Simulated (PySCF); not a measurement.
# Molecular orbitals of BiH⁺

UHF at R = 1.792 Å; basis Bi cc-pVTZ-PP with ECP60, H cc-pVTZ; scalar-relativistic core potentials; PySCF 2.14. State: ²Π (doublet), unpaired electrons π ↑. Only the outer orbitals are listed, counted within each symmetry, core potentials removing the inner ones.

| spin | orbital | occ. | ε (eV) | on Bi (%) | main shells (%) |
| --- | --- | --- | --- | --- | --- |
| α | 1δ | 1 | -44.30 | 100 | 100 Bi d |
| α | 1δ | 1 | -44.20 | 100 | 100 Bi d |
| α | 2π | 1 | -44.03 | 100 | 100 Bi d |
| α | 3σ | 1 | -43.81 | 100 | 100 Bi d |
| α | 2π | 1 | -43.71 | 100 | 100 Bi d |
| α | 4σ | 1 | -27.87 | 92 | 91 Bi s |
| α | 5σ | 1 | -17.82 | 63 | 54 Bi p, 36 H s |
| α | 3π | 1 | -15.44 | 100 | 100 Bi p |
| α | 3π | 0 | -7.63 | 100 | 100 Bi p |
| α | 6σ | 0 | -2.90 | 54 | 48 Bi p, 47 H s |
| α | 7σ | 0 | -0.28 | 104 | 88 Bi s, 12 Bi d |
| β | 1δ | 1 | -44.22 | 100 | 100 Bi d |
| β | 2π | 1 | -44.01 | 100 | 100 Bi d |
| β | 1δ | 1 | -43.98 | 100 | 100 Bi d |
| β | 3σ | 1 | -43.58 | 100 | 100 Bi d |
| β | 2π | 1 | -43.47 | 100 | 100 Bi d |
| β | 4σ | 1 | -26.01 | 87 | 86 Bi s, 12 H s |
| β | 5σ | 1 | -17.66 | 60 | 48 Bi p, 39 H s, 10 Bi s |
| β | 3π | 0 | -7.15 | 100 | 100 Bi p |
| β | 3π | 0 | -5.94 | 100 | 100 Bi p |
| β | 6σ | 0 | -2.67 | 60 | 55 Bi p, 41 H s |

Question: Which are the highest filled and the lowest empty level, where do they sit, and how wide is the gap?

Answer: Highest filled α 3π at -15.44 eV (in %: 100 Bi p); lowest empty α 3π at -7.63 eV (in %: 100 Bi p); the gap at UHF is 7.81 eV. Both belong to one degenerate shell, split only by its one-sided filling, so this is no excitation gap.

| Quantity | Value |
| --- | --- |
| bond order (Mayer) | 0.99 |
| ⟨S²⟩ | 0.760 |
| charge on Bi (Mulliken, basis-dependent) | 0.99 |
| charge on Bi (Löwdin, basis-dependent) | 1.16 |
| dipole moment (positive dipole points towards H; it is taken about the centre of mass and depends on that origin) | 0.02 D |
| polarisability along the bond | 38.2 bohr³ |
| polarisability across the bond | 25.4 bohr³ |

Shares are Mulliken populations and can fall outside 0 to 100 %.

These are scalar-relativistic numbers at best; spin–orbit coupling would shift them, the dissociation energy most. The state was picked by a PBE0 search and need not be the measured ground state.
